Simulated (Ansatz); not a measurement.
| atom | x (Å) | y (Å) | z (Å) |
| --- | --- | --- | --- |
| C | 0.0492 | -0.0039 | -1.1115 |
| Cl | -0.0238 | 0.0320 | 0.6259 |
| H | 0.0162 | -1.0678 | -1.5142 |
| H | -0.8477 | 0.5190 | -1.4786 |
| H | 0.9417 | 0.5312 | -1.4586 |

Basis set: 6-31G (spherical functions). Frozen core: 6 orbitals. Charge 0, multiplicity 1.

Computed with Ansatz (development build ahead of 0.2.0); each method stands on the lowest determinant of its kind that the runs found. Restricted open shells among the atoms or ions are ROHF, correlated in semicanonical orbitals with singles.

The atomization energy at this shape (free ground-state atoms in the same class of orbitals less the molecule, no zero-point energy) of singlet CH3Cl:

```json
{"method": "RHF", "atomization energy": "11.78 eV"}
```

Problem. What does RHF-MP2 give?

Solution. 14.15 eV.

This basis has no polarisation functions and is too small for such energies, which can lie far from measured ones in either direction.
